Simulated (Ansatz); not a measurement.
C4H11Al: structure from calculated spectroscopic constants

These gas-phase data were calculated for one isomer of C4H11Al at PBE0-D3(BJ)/def2-SVP (harmonic, unscaled wavenumbers; equilibrium rotational constants with average atomic masses):

| Item | Value |
| --- | --- |
| rotational constants | 5.295, 2.258, 1.815 GHz |
| all wavenumbers above 1500 cm⁻¹ | 3152, 3145, 3127, 3123, 3081, 3066, 3038, 3037, 3037, 3018, 1899 |

Candidates:

(1) `C[CH2][Al]([CH3])[CH3]`, a singlet
(2) `CC[CH2][AlH][CH3]`, a singlet

Question: Which structure fits?

Answer: Candidate (2). The band at 1899 cm⁻¹ lies where the Al–H stretch is expected; (1) has no mode between 1700 and 2050 cm⁻¹.

The same quantities for all candidates:

```
     rotational constants (GHz)                                       wavenumbers above 1500 cm⁻¹  E above the lowest, PBE0-D3(BJ)/def2-SVP (kcal/mol)
(1)         4.812, 2.337, 1.636  3152, 3151, 3129, 3124, 3123, 3118, 3063, 3038, 3037, 3037, 3021                                                  0.0
(2)         5.295, 2.258, 1.815  3152, 3145, 3127, 3123, 3081, 3066, 3038, 3037, 3037, 3018, 1899                                                  8.0
```

Each candidate is one conformer. Programs: Ansatz 0.2.0.
